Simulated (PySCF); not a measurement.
# One molecule, several mistakes: BClGeH3N

Calculated results; nothing here was measured. They come from PySCF 2.14.0, an open-source quantum chemistry program, on an isolated molecule that a program drew, which may never have been made. The molecule is BClGeH3N (charge 0, singlet), drawn as the SMILES string `B[N]=[GeH][Cl]`.

Each row is a Hartree-Fock (HF) and frozen-core CCSD(T) single point in the cc-pV(D+d)Z basis, meant for a local HF minimum. Run 1 is clean. Each other run has one planted mistake out of seven kinds, and not every kind appears here: one electron removed, one electron added, multiplicity raised by two, geometry at a saddle point, minimal basis STO-3G, one bond length entered in bohr, all coordinates scaled. The reference is restricted for singlets and unrestricted otherwise, and also for a bond in bohr. Adding or removing an electron swaps singlet and doublet. Electrons count all cores. HOMO and LUMO are orbital energies over both spins, the gradient is its largest component, and the lowest frequency (negative if imaginary) is given only where the gradient is small. Bond lengths are over the 6 bonds as drawn. T1 is the CCSD diagnostic: over 0.02 (restricted) or 0.045 (unrestricted) a single reference is doubtful. Germanium has the cc-pVDZ-PP basis, with a core potential (ECP10MDF) in place of its 10 inner electrons, and its 3s, 3p and 3d shells are frozen in CCSD(T).

Geometry of the clean run:
```xyz
7
BClGeH3N, angstrom
B    -0.5189   -1.0438   -0.6982
N     0.7222   -0.4370   -0.8730
Ge    2.1970    0.1976   -0.5594
Cl    3.0630    0.2806    1.3927
H    -0.6294   -2.2411   -0.7966
H    -1.4996   -0.3726   -0.4906
H     3.1554    0.8055   -1.5452
```

| run | electrons | basis functions | <S^2> | HOMO (eV) | LUMO (eV) | gradient (hartree/bohr) | lowest frequency (cm^-1) | mean bond (Å) | longest bond (Å) | T1 | HF (hartree) | CCSD(T) (hartree) | mistake |
|---|---|---|---|---|---|---|---|---|---|---|---|---|---|
| 1 | 64 | 89 | 0.000 | -9.71 | 1.36 | 1.7e-05 | 68 | 1.5136 | 2.137 | 0.0180 | -833.76770 | -834.30314 | no fault |
| 2 | 64 | 89 | 0.000 | -9.68 | 1.17 | 2.1e-02 | - | 1.5499 | 2.188 | 0.0191 | -833.76319 | -834.30411 | all coordinates scaled |
| 3 | 64 | 89 | 1.389 | -9.01 | -1.10 | 5.1e-02 | - | 1.8305 | 4.039 | 0.0545 | -833.67203 | -834.17503 | one bond length entered in bohr |
| 4 | 63 | 89 | 0.765 | -17.51 | -7.16 | 1.1e-01 | - | 1.5136 | 2.137 | 0.0373 | -833.47178 | -833.96461 | ? |
| 5 | 65 | 89 | 0.774 | -0.27 | 7.27 | 8.5e-02 | - | 1.5136 | 2.137 | 0.0168 | -833.74700 | -834.28634 | ? |

**Which mistake was planted in run 4, and what did it cost?**

It counts 63 electrons, one fewer than the clean run, at the same geometry and basis. So the mistake is: one electron removed. Subtracting run 1 and multiplying by 627.51 kcal/mol a hartree, the energy moved by 185.7 kcal/mol in HF and 212.4 kcal/mol in CCSD(T).

**Which mistake was planted in run 5, and what did it cost?**

It counts 65 electrons, one more than the clean run, at the same geometry and basis. So the mistake is: one electron added. Subtracting run 1 and multiplying by 627.51 kcal/mol a hartree, the energy moved by 13.0 kcal/mol in HF and 10.5 kcal/mol in CCSD(T).

Cautions from the logs. Run 3: T1 is over the limit, so its CCSD(T) energy is less reliable; run 5: the added electron raises the CCSD(T) energy, so it isn't bound in this basis.
